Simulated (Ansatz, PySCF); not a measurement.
Complex: H2S (SMILES S) (first 3 atoms) with H2Se (SMILES [SeH2]); geometry from B3LYP-D3(BJ)/def2-TZVP.
(charge 0, multiplicity 1):
```csv
atom,x (Å),y (Å),z (Å)
S,-0.2334,-0.2309,-0.0826
H,0.5821,0.8166,0.1179
H,-1.3017,0.4332,0.3868
Se,0.1829,0.1574,3.5574
H,0.4000,-0.0724,4.9961
H,0.3934,-1.2618,3.2488
```

Counterpoise-corrected where a basis set is named; no monomer relaxation. Rows marked so take none.

Rows in LANL2DZ carry no dispersion term and start afresh at each structure. LANL2DZ brings its own core potentials from Na on.

Run with Ansatz (a first-principles code) with Gaussian orbitals; PySCF for LANL2DZ rows, the dispersion terms. Values without a source in brackets are computed.

Question: Give the interaction energy at the level B97M-V/def2-TZVPPD.

Answer: -1.7 kcal/mol
